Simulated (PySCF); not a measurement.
# Calculated properties of `NC(=S)c1ccncc1`

Species: C6H6N2S.
Numbering: `[NH2:1][C:2](=[S:3])[c:4]1[cH:5][cH:6][n:7][cH:8][cH:9]1` (hydrogens: H10, H11 on N1; H12 on C5; H13 on C6; H14 on C8; H15 on C9)

Structural features include: pyridine-type ring nitrogen and thiocarbonyl.

From PBE0-D3(BJ)/def2-TZVP geometry optimisation, gas phase (PySCF):

```yaml
Point_group: C1
Rotational_constants_A_B_C: 3.217, 0.936, 0.755 GHz
```

From B97-2/pcSseg-2 ground state and GIAO shieldings, non-relativistic (PySCF):

```yaml
Dipole_moment: 3.83 D
HOMO_energy: -6.21 eV
LUMO_energy: -2.20 eV
HOMO–LUMO_gap: 4.01 eV
13C_chemical_shifts_computed_TMS_as_zero_by_class: 211.1 (C2), 158.6 (C6/C8), 152.4 (C4), 125.9 (C5/C9) ppm
1H_chemical_shifts_computed_TMS_as_zero_by_class: 8.99 (H13/H14), 7.78 (H12/H15), 7.05 (H10), 6.73 (H11) ppm
Isotropic_shieldings_of_nuclei_other_than_C_and_H_by_class: -103 (N7), 121 (N1), 132 (S3) ppm
```

Monoisotopic mass from the formula: 138.0252 u.

A dipole of 3.83 D is allowed in C1, and pure rotational transitions are dipole-allowed. The dipole matches unit charges of opposite sign 0.80 Å apart (1 e·Å = 4.8032 D). With B = h/(8π²I), that is 505.379 GHz u Å² over I, the principal moments of inertia are 157.1, 539.9 and 669.2 u Å² (most abundant isotopes). The rotational constants make it an asymmetric top with κ = (2B − A − C)/(A − C) = -0.85, nearer the prolate limit (−1).

The structure is a single PBE0-D3(BJ)/def2-TZVP conformer in the gas phase; no vibrational or solvent corrections. NMR classes are plain means over equivalent atoms (diastereotopic ones count apart unless rotation or inversion swaps them), as if these changed places fast; in this geometry the members of some classes differ.

For the NMR shielding job (B97-2/pcSseg-2), hardware: 2 threads, Intel Xeon at 2.50 GHz (x86_64), shared host with 64 logical CPUs at a one-minute load of 56. Cost: 2.6 min wall, 5.3 min CPU, 2.9 GiB resident at most.

Conformer computed: `[NH2:1][C:2](=[S:3])[c:4]1[cH:5][cH:6][n:7][cH:8][cH:9]1`: N1–C2–C4–C5 -147°, H–N1–C2–S3 -2°, H–N1–C2–S3 -170°.
